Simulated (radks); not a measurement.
Spherical quantum dot in the effective-mass picture: electrons in a parabolic well V = omega^2 r^2 / 2 with omega = 0.63, with a point charge +2 (a donor) at the centre, all in effective atomic units (hartree* = m*/eps^2 hartree, bohr* = eps/m* bohr), one dielectric constant everywhere. Calculated with a radial shooting solver with Libxc functionals: non-relativistic Kohn-Sham, PBE, spin-polarised, spherical densities. Levels are named by radial order and angular momentum (1s, 1p, 1d, 2s, ...), and open shells are averaged over m.

N = 7, configuration 1s2 1p(up 3, down 2). This is the lowest configuration that the search found. Occupied and some empty levels:

level,occupation,eigenvalue (hartree*),<r> (bohr*)
1s up,1,2.2310,0.9257
1s down,1,2.2448,0.9135
1p up,3,3.2825,2.060
1p down,2,3.3162,2.064
2s up,0,3.3969,2.159
2s down,0,3.4233,2.172
1d up,0,3.8136,2.486
1d down,0,3.8446,2.497
1f up,0,4.3426,2.804
1f down,0,4.3690,2.816

Energy (hartree*): total 8.98813, kinetic 6.2308, external -7.2028, Hartree 12.813, exchange-correlation -2.8529.

Electron density:

r (bohr*),n(r) (e/bohr*^3)
0.0769,2.725
0.367,0.9115
0.656,0.3665
0.946,0.1925
1.24,0.1299
1.53,0.09905
1.81,0.07577
2.10,0.05423
2.40,0.03514
2.68,0.02033
2.97,0.01043
3.26,0.004767
3.55,0.001945
3.84,0.0007086
